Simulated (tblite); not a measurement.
Isomers of C2H9NOSi. Level: GFN2-xTB in tblite, geometry and Hessian alike; calculated harmonic values, unscaled, isolated species. Against measured fundamentals such values can be off by several per cent, at times by over 20. Modes of hydrogen on silicon can be 10 to 20 % off. One conformer each.

Electronic energies: GFN2-xTB at the same geometries; isomer energies are rough at this level and their order can be wrong.

```tsv
SMILES	electronic energy, lowest = 0 (kJ/mol)
CN(C)[SiH2]O	2.4
CCN[SiH2]O	0.0
CNC[SiH2]O	109.2
N[SiH2]CCO	187.0
```

Q: How do GFN2-xTB zero-point energies change the relative energies?

A: 
```csv
SMILES,ZPE (kJ/mol),of it from modes above 1550 cm⁻¹,electronic (kJ/mol),"with ZPE, lowest = 0 (kJ/mol)",lowest mode (cm⁻¹),rings
CCN[SiH2]O,292.2,158.7,0.0,0.0,66,0
CN(C)[SiH2]O,290.9,155.0,2.4,1.1,83,0
CNC[SiH2]O,290.4,156.4,109.2,107.4,57,0
N[SiH2]CCO,289.7,159.8,187.0,184.5,33,0
```

The zero-point energies span 2.5 kJ/mol, from `N[SiH2]CCO` to `CCN[SiH2]O`. The order is unchanged.

Q: What do entropy and thermal enthalpy add at 298.15 K and 1 bar (rigid rotor, harmonic oscillator, one conformer each)?

A: 
```json
{"SMILES": "CCN[SiH2]O", "point group": "C1", "symmetry number": "1", "S (J/(mol K))": "358.7", "H − H(0) (kJ/mol)": "23.23", "ZPE + H − H(0) − TS (kJ/mol)": "208.4"}
{"SMILES": "CN(C)[SiH2]O", "point group": "C1", "symmetry number": "1", "S (J/(mol K))": "353.4", "H − H(0) (kJ/mol)": "23.16", "ZPE + H − H(0) − TS (kJ/mol)": "208.7"}
{"SMILES": "CNC[SiH2]O", "point group": "C1", "symmetry number": "1", "S (J/(mol K))": "360.6", "H − H(0) (kJ/mol)": "23.26", "ZPE + H − H(0) − TS (kJ/mol)": "206.2"}
{"SMILES": "N[SiH2]CCO", "point group": "C1", "symmetry number": "1", "S (J/(mol K))": "363.9", "H − H(0) (kJ/mol)": "23.52", "ZPE + H − H(0) − TS (kJ/mol)": "204.7"}
```
